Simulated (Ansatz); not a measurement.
Molecule: C$_{3}$H$_{8}$FSi (charge 0, doublet). It need not be the lowest isomer of its formula. 
Coordinates optimised at B3LYP-D3(BJ)/def2-TZVP (Ansatz, an electronic-structure program):
SMILES: [CH2][Si](C)(C)F
```xyz
13

C      1.7485    -0.0288    -0.6706
Si     0.0430     0.0055     0.0161
C     -0.8085    -1.6453    -0.1659
C     -0.9803     1.3691    -0.7435
F      0.1777     0.3161     1.5970
H      1.9545    -0.2180    -1.7191
H      2.6311     0.1379    -0.0631
H     -0.8987    -1.9172    -1.2204
H     -0.2493    -2.4354     0.3379
H     -1.8137    -1.6116     0.2605
H     -0.5218     2.3454    -0.5781
H     -1.0776     1.2216    -1.8219
H     -1.9845     1.3849    -0.3137
```
Charge 0, spin multiplicity 2.

Computed values are from Ansatz. Cores are frozen in the correlated levels unless marked. UHF or UKS for open shells. No spin-orbit coupling. No relativistic terms. CBS(X,Y): correlation extrapolated as X^-3; Hartree-Fock from the larger set.

**Question.** What is the T1 diagnostic at CCSD/cc-pV(Q+d)Z?

**Answer.** 0.011.

**Question.** What is the atomisation energy De at CCSD(T)/CBS(cc-pV(T+d)Z,cc-pV(Q+d)Z)?

**Answer.** 4992.3 kJ/mol.

**Question.** What is the total energy at CCSD(T)/CBS(cc-pV(T+d)Z,cc-pV(Q+d)Z)?

**Answer.** -507.8751 Eh.

**Question.** What is the dipole moment at CCSD(T)/aug-cc-pV(D+d)Z?

**Answer.** 1.81 D.
